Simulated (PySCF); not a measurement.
# (LiF)3 ring

Geometry:
| atom | x (Å) | y (Å) | z (Å) |
| --- | --- | --- | --- |
| Li1 | 1.334 | 0.892 | 0.168 |
| F2 | -0.024 | 1.402 | 0.984 |
| Li3 | -1.357 | 0.429 | 0.760 |
| F4 | -1.416 | -0.946 | -0.178 |
| Li5 | 0.022 | -1.322 | -0.927 |
| F6 | 1.440 | -0.455 | -0.806 |

The calculation used GIAO LDA/def2-SVP magnetisability, rotational g tensor and spin-rotation constants, non-relativistic, gas phase (PySCF). Geometry: GFN2-xTB.

Q: How diamagnetic is it, and how anisotropic?

A: Isotropic -562 × 10⁻³⁰ J/T², or -33.8 × 10⁻⁶ cm³/mol; principal values -567, -567, -552 × 10⁻³⁰ J/T², anisotropy 15 × 10⁻³⁰ J/T² (root of half the summed squared differences of the principal values). The susceptibility is in cgs units.

Q: Split it along the inertial axes a, b, c into diamagnetic and paramagnetic parts about the centre of mass, with the quadrupole moment.

A: 
| axis | χ (10⁻⁶ cm³/mol) | diamagnetic (10⁻⁶ cm³/mol) | paramagnetic (10⁻⁶ cm³/mol) | summed x² of all electrons (Å²) | quadrupole Θ (D Å) |
| --- | --- | --- | --- | --- | --- |
| a | -34.1 | -255.6 | 221.4 | 55.7 | +0.11 |
| b | -34.1 | -255.6 | 221.4 | 55.7 | +0.11 |
| c | -33.2 | -473.0 | 439.7 | 4.5 | -0.21 |

Anisotropies 2χaa − χbb − χcc = -0.9 and 2χbb − χaa − χcc = -0.9 × 10⁻⁶ cm³/mol. Θ is traceless in Buckingham's convention.

Q: And the rotational g tensor?

A: 
```csv
axis,rotational constant (GHz),g,nuclear part,electronic part
a,4.5581,-0.0082,0.4660,-0.4742
b,4.5523,-0.0082,0.4654,-0.4736
c,2.2776,-0.0048,0.4657,-0.4705
```
Oblate top; isotopes 19F, 7Li; no vibrational averaging.
